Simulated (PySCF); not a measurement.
C6H7FN2Si.
Cartesian coordinates in Å at the GFN2-xTB level; atoms count from 1:
```
atom  x, y, z in Å
N1     1.274   -1.613    2.898
C2     0.497   -1.497    2.061
C3    -0.448   -1.359    1.032
C4    -0.478   -0.284    0.231
C5    -1.491   -0.176   -0.878
C6    -2.382    0.930   -0.622
N7    -3.073    1.811   -0.394
C8     0.486    0.841    0.349
Si9    2.026    0.541   -0.749
F10    1.449    0.363   -2.249
H11   -1.148   -2.177    0.927
H12   -2.085   -1.089   -0.970
H13   -0.980    0.015   -1.828
H14    0.817    0.947    1.382
H15    0.002    1.774    0.053
H16    2.653   -0.733   -0.451
H17    2.874    1.717   -0.801
```

Computed at PBE0/pcSseg-1 (PySCF, non-relativistic), with Q(14N) = 0.02044 b: N1, 14N (I = 1): χzz = -4.659 MHz, η = 0.094; N7, 14N (I = 1): χzz = -4.718 MHz, η = 0.072.

(1) Find the zero-field quadrupole resonance frequencies of 14N at N1.

(2) Where would the pure quadrupole (NQR) lines of 14N at N7 fall for the rigid, isolated species?

## Answers

(1) From ν± = (3/4)|χ|(1 ± η/3) and ν0 = |χ|η/2: ν+ 3.604 MHz, ν− 3.385 MHz, ν0 0.219 MHz (nitrile nitrogen).

(2) From ν± = (3/4)|χ|(1 ± η/3) and ν0 = |χ|η/2: ν+ 3.624 MHz, ν− 3.454 MHz, ν0 0.170 MHz (nitrile nitrogen).

In a crystal, neighbours and librations shift these lines. GFN2-xTB bond lengths can be off by several hundredths of an ångström, more for odd bonds, and the gradients follow them. The basis is small and wasn't made for field gradients, so the couplings can be 20 % off.

One conformer stands for the species.
